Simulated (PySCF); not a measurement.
Sn⁺: excitation energy

Sn⁺ [Kr] 4d10 5s2 5p1 (2P) → Sn⁺ [Kr] 4d10 5s2 5d1 (2D), as a difference of total energies. Computed with PySCF 2.14 in aug-cc-pVQZ-PP with one added diffuse shell each of s, p, d, f, g type with ECP28MDF (8s8p6d4f3g, 117 functions), with a scalar-relativistic core potential. Correlated levels: valence: 4s2 4p6 4d10 frozen. The calculations carry no spin-orbit coupling.

```tsv
method	excitation energy (cm⁻¹)
UHF	62204
LDA	59930
PBE	57968
PBE0	59811
r2SCAN	60994
CAM-B3LYP	62086
wB97M-V	62301
M06	58293
MP2 (valence)	61213
SCS-MP2 (valence)	61340
```

Errors of the correlated levels include the incompleteness of this basis and the frozen core.

For comparison: 68957 cm⁻¹ (measured; NIST levels, between the centres of gravity of the two terms).
